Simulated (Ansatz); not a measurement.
Consider the substitution at a C–C bond: `C#CCOC=C` + `C1N[SiH2]S1` → `C#CN1CS[SiH2]1` + `C=COC`.

Isolated molecules relaxed with PBE0-D4/def2-TZVP in Ansatz; ΔE leaves out vibrations. CCSD(T)/CBS adds triple-zeta CCSD(T) − MP2 to the extrapolated MP2 energy (def2 sets, frozen cores). DFT in def2-TZVPP. B3LYP here is the variant with VWN-RPA as its local correlation; programs differ in this. HSE06 is defined as in plane-wave codes. Each species was taken in one conformer, which may not be the lowest.

```tsv
level	ΔE (kcal/mol)	difference from CCSD(T)/CBS
PBE-D4	-0.8	-3.6
revPBE-D4	-1.1	-3.9
r2SCAN-D4	0.0	-2.8
B97M-V	0.9	-1.9
PBE0-D4	-0.1	-2.9
B3LYP-D4	-0.7	-3.5
r2SCANh-D4	0.2	-2.6
r2SCAN0-D4	0.4	-2.4
HSE06-D4	-0.2	-3.0
BHLYP-D4	0.1	-2.7
CAM-B3LYP-D4	0.2	-2.6
ωB97X-V	1.3	-1.5
ωB97M-V	1.8	-1.0
B2PLYP	0.9	-1.9
PBE-QIDH	1.1	-1.7
PBE	-0.3	-3.1
revPBE	-0.1	-2.9
BLYP	-0.3	-3.1
PBE0	0.4	-2.4
B3LYP	0.2	-2.6
r2SCANh	0.4	-2.4
r2SCAN0	0.6	-2.2
HSE06	0.3	-2.5
BHLYP	0.9	-1.9
CAM-B3LYP	0.8	-2.0
LC-ωPBE	1.4	-1.4
RPA@PBE/def2-TZVPP	2.1	-0.7
HF/def2-SVP	-0.5	-3.3
MP2/def2-SVP	-0.6	-3.4
CCSD/def2-SVP	0.2	-2.6
CCSD(T)/def2-SVP	0.0	-2.8
MP2/def2-TZVPP	1.6	-1.2
SCS-MP2/def2-TZVPP	2.0	-0.8
CCSD/def2-TZVPP	2.5	-0.3
CCSD(T)/def2-TZVPP	2.3	-0.5
HF/def2-QZVPP	1.7	-1.1
MP2/def2-QZVPP	1.9	-0.9
HF/CBS(def2)	1.8	-1.0
MP2/CBS(def2)	2.1	-0.7
CCSD/CBS(def2)	3.1	0.3
CCSD(T)/CBS	2.8	0
```

Largest T1 diagnostic among the species: 0.013.

At CCSD(T), def2-SVP lies −2.8 kcal/mol from the extrapolated value and def2-TZVPP −0.5 kcal/mol. The D4 term adds −0.9 kcal/mol with B3LYP and −0.5 kcal/mol with PBE0; it sums over pairs of atoms, weighted by their polarisabilities, and B3LYP, whose exchange is more repulsive, gets the larger term. Leaving LDA and LC-ωPBE aside and taking each functional with its dispersion term where it has one, the values, not all of them listed here, spread over 3.2 kcal/mol, from BLYP-D4 to ωB97M-V. LDA lies −0.8 kcal/mol from PBE without D4.

CCSD(T)/CBS has its own doubt, a few kJ/mol and more with outer-core shells, so smaller differences from it don't rank the levels.
